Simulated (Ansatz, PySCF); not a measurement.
Input for Ansatz (an electronic-structure program):
Ansatz 0.2 input:
```yaml
crystal:
  periodic: [false, false, false]
  atoms:
    - {symbol: Cl, position_ang: [1.36638904, -1.14730596, -0.08255112]}
    - {symbol: C, position_ang: [-0.00000000, 0.00000000, -0.00000000]}
    - {symbol: Cl, position_ang: [0.62363357, 1.67300521, -0.04774290]}
    - {symbol: Cl, position_ang: [-1.08853507, -0.26951840, -1.39017836]}
    - {symbol: Cl, position_ang: [-0.90148753, -0.25618086, 1.52047238]}
basis:
  gaussian:
    orbitals: STO-3G
total_charge: 1
magnetization: {spin_polarized: true, initial_magnetization: 1}
correlation: {method: mp2, electrons: outside_noble_gas}
accuracy: high
```

Question: Write the same job for PySCF.

Answer: This is not unique; one that fits is 
```python
from pyscf import gto, scf, mp

mol = gto.Mole()
mol.atom = '''
    Cl    1.36638904   -1.14730596   -0.08255112
    C    -0.00000000    0.00000000   -0.00000000
    Cl    0.62363357    1.67300521   -0.04774290
    Cl   -1.08853507   -0.26951840   -1.39017836
    Cl   -0.90148753   -0.25618086    1.52047238
'''
mol.basis = 'sto-3g'
mol.charge = 1
mol.spin = 1
mol.verbose = 4
mol.build()

mf = scf.UHF(mol)
mf.kernel()

pt = mp.MP2(mf, frozen=21)
pt.kernel()
print('E(MP2) = %.10f' % pt.e_tot)
```

Both were run: Ansatz gave -1855.378774 Eh and PySCF -1855.379372 Eh, 0.598 mEh apart.
